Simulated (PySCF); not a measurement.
2-methylthieno[3,2-b]thiophene, C7H6S2.
Numbering: `[CH3:1][c:2]1[cH:3][c:4]2[s:5][cH:6][cH:7][c:8]2[s:9]1` (hydrogens: H10, H11, H12 on C1; H13 on C3; H14 on C6; H15 on C7)

The same species was optimised twice, with GFN2-xTB and with PBE0-D3(BJ)/def2-SVP (PySCF), and the same property calculations (PySCF, gas phase) were run on both structures.

```json
{"coordinate": "C7–C8 (Å)", "GFN2-xTB": "1.410", "PBE0-D3(BJ)/def2-SVP": "1.422", "change": "+0.012"}
{"coordinate": "C6–C7 (Å)", "GFN2-xTB": "1.357", "PBE0-D3(BJ)/def2-SVP": "1.369", "change": "+0.012"}
{"coordinate": "C3–C4 (Å)", "GFN2-xTB": "1.411", "PBE0-D3(BJ)/def2-SVP": "1.423", "change": "+0.012"}
{"coordinate": "C2–C3 (Å)", "GFN2-xTB": "1.359", "PBE0-D3(BJ)/def2-SVP": "1.371", "change": "+0.012"}
{"coordinate": "C4–C8 (Å)", "GFN2-xTB": "1.387", "PBE0-D3(BJ)/def2-SVP": "1.393", "change": "+0.006"}
{"coordinate": "C1–C2 (Å)", "GFN2-xTB": "1.486", "PBE0-D3(BJ)/def2-SVP": "1.491", "change": "+0.005"}
{"coordinate": "C2–S9 (Å)", "GFN2-xTB": "1.752", "PBE0-D3(BJ)/def2-SVP": "1.747", "change": "-0.005"}
{"coordinate": "S5–C6 (Å)", "GFN2-xTB": "1.733", "PBE0-D3(BJ)/def2-SVP": "1.732", "change": "-0.001"}
{"coordinate": "C8–S9 (Å)", "GFN2-xTB": "1.729", "PBE0-D3(BJ)/def2-SVP": "1.729", "change": "0.000"}
{"coordinate": "C4–S5 (Å)", "GFN2-xTB": "1.727", "PBE0-D3(BJ)/def2-SVP": "1.728", "change": "+0.001"}
{"coordinate": "C2–S9–C8 (°)", "GFN2-xTB": "90.9", "PBE0-D3(BJ)/def2-SVP": "91.7", "change": "+0.8"}
{"coordinate": "C1–C2–S9 (°)", "GFN2-xTB": "119.1", "PBE0-D3(BJ)/def2-SVP": "119.9", "change": "+0.8"}
{"coordinate": "C4–S5–C6 (°)", "GFN2-xTB": "90.5", "PBE0-D3(BJ)/def2-SVP": "91.3", "change": "+0.8"}
{"coordinate": "C1–C2–C3 (°)", "GFN2-xTB": "128.4", "PBE0-D3(BJ)/def2-SVP": "128.0", "change": "-0.4"}
{"coordinate": "C3–C2–S9 (°)", "GFN2-xTB": "112.5", "PBE0-D3(BJ)/def2-SVP": "112.1", "change": "-0.4"}
{"coordinate": "C7–C8–S9 (°)", "GFN2-xTB": "135.2", "PBE0-D3(BJ)/def2-SVP": "135.6", "change": "+0.4"}
{"coordinate": "S5–C6–C7 (°)", "GFN2-xTB": "113.7", "PBE0-D3(BJ)/def2-SVP": "113.3", "change": "-0.4"}
{"coordinate": "C4–C8–S9 (°)", "GFN2-xTB": "110.9", "PBE0-D3(BJ)/def2-SVP": "110.5", "change": "-0.4"}
```

Rotational constants: A = 2895, B = 917.8, C = 699.9 MHz (GFN2-xTB) against A = 2888, B = 908.0, C = 693.8 MHz (PBE0-D3(BJ)/def2-SVP). Point groups within 0.08 Å: Cs and Cs.

On the GFN2-xTB structure: lowest singlet, TDDFT (eV) 4.89 [CAM-B3LYP/def2-SVPD]; lowest triplet, Tamm–Dancoff (eV) 3.23 [CAM-B3LYP/def2-SVPD]; isotropic polarisability (au) 116.1 [CAM-B3LYP/def2-SVPD]; HOMO (eV) -7.31 [CAM-B3LYP/def2-SVPD]; LUMO (eV) 0.24 [CAM-B3LYP/def2-SVPD]; dipole (D) 0.67 [CAM-B3LYP/def2-SVPD]; HOMO (eV) -6.16 [PBE0/pcSseg-1]; LUMO (eV) -0.76 [PBE0/pcSseg-1]; dipole (D) 0.72 [PBE0/pcSseg-1]; GIAO shielding of C1 (ppm) 167.3 [PBE0/pcSseg-1]; GIAO shielding of C2 (ppm) 33.7 [PBE0/pcSseg-1]; GIAO shielding of C3 (ppm) 65.3 [PBE0/pcSseg-1]; GIAO shielding of C4 (ppm) 41.0 [PBE0/pcSseg-1]; GIAO shielding of S5 (ppm) 325.5 [PBE0/pcSseg-1]; GIAO shielding of C6 (ppm) 53.8 [PBE0/pcSseg-1]; GIAO shielding of C7 (ppm) 63.2 [PBE0/pcSseg-1]; GIAO shielding of C8 (ppm) 41.0 [PBE0/pcSseg-1].

Task: What do these properties become on the PBE0-D3(BJ)/def2-SVP structure?

Result: 
| property | level | on GFN2-xTB | on PBE0-D3(BJ)/def2-SVP | change |
| --- | --- | --- | --- | --- |
| lowest singlet, TDDFT (eV) | CAM-B3LYP/def2-SVPD | 4.89 | 4.88 | -0.01 |
| lowest triplet, Tamm–Dancoff (eV) | CAM-B3LYP/def2-SVPD | 3.23 | 3.22 | -0.01 |
| isotropic polarisability (au) | CAM-B3LYP/def2-SVPD | 116.1 | 117.6 | +1.5 |
| HOMO (eV) | CAM-B3LYP/def2-SVPD | -7.31 | -7.33 | -0.02 |
| LUMO (eV) | CAM-B3LYP/def2-SVPD | 0.24 | 0.21 | -0.03 |
| dipole (D) | CAM-B3LYP/def2-SVPD | 0.67 | 0.66 | -0.01 |
| energy, GFN2-xTB geometry as zero (kcal/mol) | CAM-B3LYP/def2-SVPD | 0.0 | -0.8 | -0.8 |
| HOMO (eV) | PBE0/pcSseg-1 | -6.16 | -6.17 | -0.01 |
| LUMO (eV) | PBE0/pcSseg-1 | -0.76 | -0.79 | -0.03 |
| dipole (D) | PBE0/pcSseg-1 | 0.72 | 0.71 | -0.01 |
| energy, GFN2-xTB geometry as zero (kcal/mol) | PBE0/pcSseg-1 | 0.0 | -0.4 | -0.4 |
| GIAO shielding of C1 (ppm) | PBE0/pcSseg-1 | 167.3 | 165.6 | -1.7 |
| GIAO shielding of C2 (ppm) | PBE0/pcSseg-1 | 33.7 | 33.2 | -0.5 |
| GIAO shielding of C3 (ppm) | PBE0/pcSseg-1 | 65.3 | 62.1 | -3.2 |
| GIAO shielding of C4 (ppm) | PBE0/pcSseg-1 | 41.0 | 40.3 | -0.7 |
| GIAO shielding of S5 (ppm) | PBE0/pcSseg-1 | 325.5 | 321.6 | -3.9 |
| GIAO shielding of C6 (ppm) | PBE0/pcSseg-1 | 53.8 | 51.6 | -2.2 |
| GIAO shielding of C7 (ppm) | PBE0/pcSseg-1 | 63.2 | 60.4 | -2.8 |
| GIAO shielding of C8 (ppm) | PBE0/pcSseg-1 | 41.0 | 39.9 | -1.1 |

The heavy atoms differ by 0.013 Å rms after alignment. Among bonds between heavy atoms C2–C3, C3–C4, C6–C7 and C7–C8 change most and about equally (+0.012 Å). Changes are differences of the printed values. Neither structure is proved a minimum here.
